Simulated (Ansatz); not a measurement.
Geometry optimisation, Ansatz 0.2.0, RKS PBE0-D4/def2-SVP.

input.yaml

```yaml
crystal:
  periodic: [false, false, false]
  atoms:
    - { symbol: Ge, position_ang: [-1.301602, -0.546593, -0.258813] }
    - { symbol: "N", position_ang: [-0.21164, -0.147872, 1.236513] }
    - { symbol: H, position_ang: [-0.554379, -1.600789, -1.078125] }
    - { symbol: H, position_ang: [-2.660969, -1.122084, 0.211388] }
    - { symbol: H, position_ang: [-1.533533, 0.772527, -0.999097] }
    - { symbol: H, position_ang: [1.637336, 0.754613, -1.633335] }
    - { symbol: F, position_ang: [0.939923, 0.429714, -2.120542] }
    - { symbol: H, position_ang: [1.819946, 0.792329, 0.699724] }
    - { symbol: F, position_ang: [2.556939, 1.147501, 0.290963] }
    - { symbol: H, position_ang: [-0.017605, -0.984704, 1.784523] }
    - { symbol: H, position_ang: [-0.674318, 0.505356, 1.866802] }
basis:
  gaussian: { orbitals: def2-SVP }
hamiltonian:
  xc: pbe0
  dispersion: d4
relax:
  f_tol: 0.03
  max_steps: 50
```

Launched with:

```bash
$ ansatz run input.yaml --threads 2 --pin off --max-ram 3072MiB --backend cpu --events-out ev --progress --plain --runs-dir out
```

Question: Where does it end, and by what steps?

Answer: The forces met the threshold. After 6 steps the energy has fallen by 0.616 eV; H8 moved furthest, 0.63 Å.

```
step  energy less start (eV)  largest force component (eV/Å)  accepted
   0                  0.0000                           1.306       yes
   1                 -0.2388                           0.774       yes
   2                 -0.4429                           0.630       yes
   3                 -0.5218                           1.822       yes
   4                 -0.6018                           0.558       yes
   5                 -0.6138                           0.133       yes
   6                 -0.6155                           0.030       yes
```

```xyz
11
Properties=species:S:1:pos:R:3
Ge -1.206 -0.502 -0.296
N -0.026 -0.058 1.121
H -0.503 -1.582 -1.113
H -2.500 -1.060 0.338
H -1.493 0.800 -1.038
H 1.592 0.722 -1.249
F 1.071 0.493 -2.012
H 1.249 0.535 0.619
F 2.072 0.923 0.188
H 0.201 -0.881 1.680
H -0.457 0.610 1.762
```

Whether the end is a true minimum wasn't checked by a vibrational analysis.

Run time: 13 s on 2 threads of Intel(R) Xeon(R) 6975P-C (Granite Rapids), with other jobs on the host, peak memory 0.27 GiB.
